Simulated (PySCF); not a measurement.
Sb$_{2}$, charge -1, doublet (typed; the unrestricted solution is spin-contaminated), geometry from GFN2-xTB (a state made from the parent by changing its charge; the spin is typed, not shown lowest) (core potentials on Sb), with bond 2-1 at 3.0 times its length; PBE0/def2-SVP (PySCF).

Input for PySCF:
```python
from pyscf import gto, scf, dft

mol = gto.M(
    atom='''
Sb   -0.000000   -0.000000   -1.260456
Sb    0.000000    0.000000    6.302279
''',
    basis='def2-svp',
    ecp={'Sb': 'def2-svp'},
    charge=-1,
    spin=1,
    verbose=5,
)

mf = dft.UKS(mol)
mf.xc = 'pbe0'
mf.kernel()
mo_i, mo_e, stable_i, stable_e = mf.stability(internal=True, external=False, return_status=True, nroots=6, tol=1e-6)
print('internally stable:', stable_i, ' externally stable:', stable_e)
if not stable_i:
    umf = mf.copy()
    umf.scf_summary = {}
    umf.kernel(umf.make_rdm1(mo_i, mf.mo_occ))
```

Task: Write the output that PySCF gives for this input, abridged.

Result: 
```
PySCF version 2.14.0

[INPUT] verbose = 5
[INPUT] max_memory = 4000
[INPUT] num. atoms = 2
[INPUT] num. electrons = 47
[INPUT] charge = -1
[INPUT] spin (= nelec alpha-beta = 2S) = 1
[INPUT] symmetry False subgroup None
[INPUT] Mole.unit = angstrom
[INPUT] Symbol           X                Y                Z      unit          X                Y                Z       unit  Magmom
[...]
[INPUT] ---------------- BASIS SET ----------------
[INPUT] l, kappa, [nprim/nctr], expnt,             c_1 c_2 ...
[INPUT] Sb
[...]
                                22.689478596      -0.15027605583
                                18.391547037      0.35915813039
                                7.6406271414      -0.74805091065
                                1.9052000235      0.92017581656
                                0.93007107773     0.46754079597
[...]
                                1.4680242769      0.35289492025
[...]
                                10.052739237      -0.4151114934
                                1.2682183726      0.74197972626
                                0.57196620929     0.1558077275
[...]
                                18.504059617      -0.005495297201
                                3.9156032308      0.27988806353
                                1.7142196009      0.51273377761
                                0.69675478242     0.33288802736
[...]
nuclear repulsion = 37.0150143534951
number of shells = 20
number of NR pGTOs = 122
number of NR cGTOs = 52
basis = def2-svp
ecp = {'Sb': 'def2-svp'}

******** <class 'pyscf.dft.uks.UKS'> ********
method = UKS
initial guess = minao
damping factor = 0
level_shift factor = 0
DIIS = <class 'pyscf.scf.diis.CDIIS'>
diis_start_cycle = 1
diis_space = 8
diis_damp = 0
SCF conv_tol = 1e-09
SCF conv_tol_grad = None
SCF max_cycles = 50
direct_scf = True
direct_scf_tol = 1e-13
number electrons alpha = 24  beta = 23
XC library pyscf.dft.libxc version 7.1.2
    S. Lehtola, C. Steigemann, M. J. T. Oliveira, and M. A. L. Marques,  SoftwareX 7, 1–5 (2018)
XC functionals = pbe0
    C. Adamo and V. Barone,  J. Chem. Phys. 110, 6158 (1999)
    M. Ernzerhof and G. E. Scuseria,  J. Chem. Phys. 110, 5029 (1999)
radial grids:
    Treutler-Ahlrichs [JCP 102, 346 (1995); DOI:10.1063/1.469408] (M4) radial grids

becke partition: Becke, JCP 88, 2547 (1988); DOI:10.1063/1.454033
pruning grids: <function nwchem_prune>
grids dens level: 3
symmetrized grids: False
atomic radii adjust function: <function treutler_atomic_radii_adjust>
[...]
converged SCF energy = -480.443358700969  <S^2> = 2.7637035  2S+1 = 3.4720043
<class 'pyscf.dft.uks.UKS'> wavefunction has an internal instability
internally stable: False  externally stable: None
[...]
  1.82437971e+01  1.82453792e+01  5.44079147e+01  5.44089265e+01]
multiplicity <S^2> = 2.7639212  2S+1 = 3.4721297
nelec by numeric integration = [24.00001034 23.00000971]
E1 = -921.4340655670667  E2 = 403.97567650105515  Ecoul = 442.8811651520688  Exc = -38.90548865101363
cycle= 49 E= -480.443374712516  delta_E= -9.52e-07  |g|= 0.00145  |ddm|= 0.00934
  alpha mo_energy =
[-5.59416809e+00 -5.59416788e+00 -3.81612464e+00 -3.81612435e+00
 -3.81067222e+00 -3.81067150e+00 -3.80813214e+00 -3.80813192e+00
 -1.15134922e+00 -1.15134911e+00 -1.15049293e+00 -1.15049273e+00
 -1.14787719e+00 -1.14787696e+00 -1.14355322e+00 -1.14355254e+00
 -1.14314747e+00 -1.14314692e+00 -3.53768882e-01 -3.53749129e-01
 -6.99608385e-02 -6.94560201e-02 -5.11872599e-02 -5.11187787e-02
  3.66756882e-02  3.72047766e-02  3.25506230e-01  3.26633953e-01
  4.31385411e-01  4.36078437e-01  4.44990669e-01  4.45542323e-01
  4.59094174e-01  4.62851406e-01  4.98004630e-01  4.98007542e-01
  4.99010789e-01  4.99013546e-01  5.16742960e-01  5.16757124e-01
  5.30427414e-01  5.30430449e-01  5.39008862e-01  5.39016798e-01
  1.82269632e+01  1.82337157e+01  1.82377654e+01  1.82384881e+01
  1.82385732e+01  1.82437756e+01  5.44070609e+01  5.44080727e+01]
  beta  mo_energy =
[-5.59294231e+00 -5.59294215e+00 -3.81575691e+00 -3.81575677e+00
 -3.81036311e+00 -3.81036296e+00 -3.80513653e+00 -3.80513636e+00
 -1.15080613e+00 -1.15080587e+00 -1.15019772e+00 -1.15019763e+00
 -1.14548191e+00 -1.14547600e+00 -1.14114232e+00 -1.14113630e+00
 -1.14037141e+00 -1.14036672e+00 -3.38042347e-01 -3.37863225e-01
 -6.47413244e-02 -6.43408788e-02 -3.24903996e-03  1.39706305e-02
  4.28771733e-02  4.35934779e-02  3.32224459e-01  3.33477473e-01
  4.34461999e-01  4.37998962e-01  4.60946945e-01  4.61501409e-01
  4.62409482e-01  4.67306294e-01  5.11182929e-01  5.11248061e-01
  5.15977049e-01  5.16135092e-01  5.19547677e-01  5.19563093e-01
  5.50091593e-01  5.50267500e-01  5.51476153e-01  5.51570199e-01
  1.82284752e+01  1.82337622e+01  1.82387181e+01  1.82430744e+01
  1.82437972e+01  1.82453854e+01  5.44079147e+01  5.44089265e+01]
multiplicity <S^2> = 2.7638865  2S+1 = 3.4721097
nelec by numeric integration = [24.0000103  23.00000975]
E1 = -921.4335440331577  E2 = 403.975154628618  Ecoul = 442.8805949477124  Exc = -38.90544031909442
cycle= 50 E= -480.443375051045  delta_E= -3.39e-07  |g|= 0.00137  |ddm|= 0.00545
SCF not converged.
SCF energy = -480.443375051045 after 50 cycles  <S^2> = 2.7638865  2S+1 = 3.4721097
```

Convergence was not reached.
